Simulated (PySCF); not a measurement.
SMILES [SiH2](B(O)O)[SiH2]B(O)O (H₈B₂O₄Si₂) at its GFN2-xTB optimised geometry (Å):

```
16

O      2.5533     0.4248     0.0000
B      1.1899     0.4248     0.0000
O      0.5931     1.6407     0.0000
Si    -0.0385    -1.1159     0.0850
Si    -1.6352    -0.7412     1.7344
B     -1.2295     0.9378     2.6835
O     -0.0201     0.9998     3.2896
O     -1.9922     2.0669     2.7479
H      2.9950    -0.4218     0.0036
H      1.1967     2.3872    -0.0063
H     -0.6950    -1.3900    -1.2076
H      0.6889    -2.3872     0.3116
H     -1.7158    -1.9095     2.6300
H     -2.9950    -0.7262     1.1426
H      0.1737     1.8407     3.7101
H     -2.8433     2.0499     2.3159
```

Method: B3LYP/def2-TZVP run with PySCF.

Map of the electron localisation function on the plane z = 1.0 Å:

```
|0000000000000000000000000000000|
|0000000000000000000000000000000|
|0000000000000000000000000000000|
|0000000000000000000000000000000|
|0000000000000000000000000000000|
|0000000000000000000000000000000|
|0000000000000000001110000000000|
|0000000000000001112210000000000|
|0000000000000013433210000000000|
|0000000000000025654200000000000|
|0000000000000025765200012210000|
|0000000000000004665200245420000|
|0000000000000001244102566531000|
|0001221111221000012124676520000|
|0027998632233211132235665310000|
|0179999973246543465323554200000|
|0299999994148875576311233200000|
|0399999993149986455300012210000|
|0399999993159984222100001100000|
|0189999973489984333100000000000|
|0048999742378864677520000000000|
|0003564211245445899961000000000|
|0000000000111137999995000000000|
|0000000000000028999997100000000|
|0000000000000027999995000000000|
|0000000000000016999971000000000|
|0000000000000002688510000000000|
|0000000000000000111000000000000|
|0000000000000000000000000000000|
|0000000000000000000000000000000|
|0000000000000000000000000000000|
```
Scale: ten equal steps from 0.000 (start of '0') to 1.000 (end of '9'), in the order '0123456789'; x runs from -5.00 to 5.00, y from -5.00 (bottom) to 5.00 (top).
